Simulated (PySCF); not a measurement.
Ge(H)(Vi)2(OH), SMILES C=[CH][GeH]([OH])[CH]=C (C4H8GeO), CAM-B3LYP/def2-SVP optimised geometry.

```
14

Ge     0.11    -1.95     0.00
O     -0.52    -2.66    -1.51
C     -0.51    -3.00     1.51
C      0.33    -3.66     2.31
C     -0.56    -0.14     0.00
C      0.24     0.93     0.02
H      1.65    -1.95     0.00
H     -0.38    -3.61    -1.57
H     -1.58    -3.07     1.70
H      1.42    -3.63     2.16
H     -0.02    -4.25     3.16
H     -1.65     0.01    -0.02
H      1.33     0.83     0.03
H     -0.16     1.95     0.02
```

Density from CAM-B3LYP/def2-TZVP (PySCF) at that geometry.

Minimum of the electron density along straight lines between bonded atoms, close to the bond critical point (lines longer than 1.1 times the sum of covalent radii, or with two minima, are not listed):

```tsv
bond	length / Å	ρ at the minimum / e bohr⁻³	∇²ρ there / e bohr⁻⁵	position (fraction from the first atom)
Ge1–O2	1.785	0.141	0.63	0.47
Ge1–C3	1.939	0.133	0.13	0.47
C3–C4	1.334	0.352	-1.07	0.50
Ge1–C5	1.929	0.136	?	0.47
C5–C6	1.333	0.352	-1.08	0.50
Ge1–H7	1.543	0.134	?	0.59
O2–H8	0.964	0.354	?	0.80
C3–H9	1.097	0.276	-0.95	0.65
C4–H10	1.096	0.279	-0.98	0.65
C4–H11	1.096	0.279	-0.98	0.65
C5–H12	1.096	0.276	-0.95	0.65
C6–H13	1.095	0.279	-0.98	0.65
C6–H14	1.095	0.279	-0.98	0.65
```

Problem. Fill in the missing entries.

Solution. 
- Ge1–C5, ∇²ρ there / e bohr⁻⁵: 0.12
- Ge1–H7, ∇²ρ there / e bohr⁻⁵: 0.05
- O2–H8, ∇²ρ there / e bohr⁻⁵: -2.35
